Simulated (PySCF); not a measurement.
C4H4F2N2O.
Geometry (GFN2-xTB, Å), atoms numbered from 1 in this order:
```
atom  x, y, z in Å
F1     3.1093    0.7860   -0.7755
C2     2.0898    0.4813    0.0344
F3     2.5722   -0.4030    0.9395
O4     1.1084   -0.0645   -0.7202
C5    -0.1302   -0.1369   -0.1221
C6    -0.5950    0.0651    1.1464
N7    -1.9411   -0.1384    1.1591
C8    -2.2801   -0.4554   -0.0532
N9    -1.2075   -0.4662   -0.8905
H10    1.7844    1.3876    0.5907
H11   -0.0654    0.3197    2.0409
H12   -3.2752   -0.6846   -0.3747
H13   -1.1739   -0.6904   -1.8712
```

Computed at PBE0/pcSseg-1 (PySCF, non-relativistic), with Q(17O) = −0.0256 b, Q(14N) = 0.02044 b: O4, 17O (I = 5/2): χzz = -11.44 MHz, η = 0.812; N7, 14N (I = 1): χzz = -4.596 MHz, η = 0.092; N9, 14N (I = 1): χzz = -3.240 MHz, η = 0.192.

Task: Find the zero-field quadrupole resonance frequencies of 17O at O4.

Result: From the eigenvalues of H = χ/[4I(2I − 1)] × [3Iz² − I(I + 1) + η(Ix² − Iy²)], steps between neighbouring levels, labelled as for η = 0: ±1/2↔±3/2 2.664 MHz, ±3/2↔±5/2 3.122 MHz (aryl ether oxygen).

Task: Where would the pure quadrupole (NQR) lines of 14N at N7 fall for the rigid, isolated species?

Result: From ν± = (3/4)|χ|(1 ± η/3) and ν0 = |χ|η/2: ν+ 3.553 MHz, ν− 3.342 MHz, ν0 0.211 MHz (pyridine-type nitrogen).

Task: Where would the pure quadrupole (NQR) lines of 14N at N9 fall for the rigid, isolated species?

Result: From ν± = (3/4)|χ|(1 ± η/3) and ν0 = |χ|η/2: ν+ 2.586 MHz, ν− 2.274 MHz, ν0 0.312 MHz (pyrrole-type nitrogen).

In a crystal, neighbours and librations shift these lines. GFN2-xTB bond lengths can be off by several hundredths of an ångström, more for odd bonds, and the gradients follow them. A larger basis could move these couplings by a tenth or more.

One conformer stands for the species.
